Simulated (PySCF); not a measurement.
# Basis and Hamiltonian dependence of the ionisation energy of Ga

Ga [Ar] 3d10 4s2 4p1 (2P) → Ga⁺ [Ar] 3d10 4s2 (1S). All values are computed (PySCF 2.14, energy differences of UHF-based or UKS calculations, no spin-orbit coupling). Values in eV.

```csv
basis,Hamiltonian,functions,UHF,PBE,PBE0,MP2 (valence),CCSD(T) (valence),CCSD(T) (valence and next inner shell)
cc-pVDZ-PP with ECP10MDF,ECP,23,5.515,n/a,n/a,5.665,5.739,n/a
aug-cc-pVDZ-PP with ECP10MDF,ECP,32,5.521,5.918,5.946,5.673,5.753,n/a
6-31G*,non-relativistic,32,5.570,6.068,6.079,5.702,5.775,n/a
cc-pVTZ-PP with ECP10MDF,ECP,39,5.532,n/a,n/a,5.738,5.821,n/a
jorge-DZP-DKH,spin-free X2C,43,5.307,n/a,n/a,5.271,5.228,n/a
x2c-TZVPall,spin-free X2C,48,5.516,n/a,n/a,5.721,5.803,n/a
def2-TZVP,non-relativistic,48,5.553,n/a,5.999,5.756,5.839,n/a
aug-cc-pVTZ-PP with ECP10MDF,ECP,55,5.533,5.917,5.949,5.746,5.827,n/a
"x2c-TZVPPall with one added diffuse shell each of s, p, d type",spin-free X2C,57,5.519,5.954,5.970,5.725,5.806,5.870
aug-cc-pVTZ-DK,spin-free X2C,59,5.522,5.979,5.993,5.731,5.813,n/a
aug-cc-pVQZ-PP with ECP10MDF,ECP,89,5.535,5.928,5.958,5.768,5.842,n/a
x2c-QZVPPall,spin-free X2C,94,5.529,5.963,5.983,5.759,5.837,n/a
def2-QZVPPD,non-relativistic,95,5.571,6.003,6.024,5.797,5.874,n/a
"x2c-QZVPPall with one added diffuse shell each of s, p, d, f type",spin-free X2C,110,5.530,5.964,5.983,5.760,n/a,n/a
```

Extrapolation of CCSD(T) (valence) from aug-cc-pVTZ-PP with ECP10MDF and aug-cc-pVQZ-PP with ECP10MDF: the correlation parts are 0.294 and 0.307 eV; with the X⁻³ form and unrounded values, (4³ × 0.307 − 3³ × 0.294)/(4³ − 3³) = 0.316 eV, and adding the Hartree-Fock value 5.535 eV of the larger basis gives 5.851 eV.

Frozen in the all-electron rows: valence: [Ar] 3d10; valence and next inner shell: [Ne]; with a core potential, the same shells as far as they lie outside it.

Non-relativistic rows lack the scalar-relativistic shift.

Reference for a calculation without spin-orbit coupling: 5.931 eV (measured, between term centres; NIST).
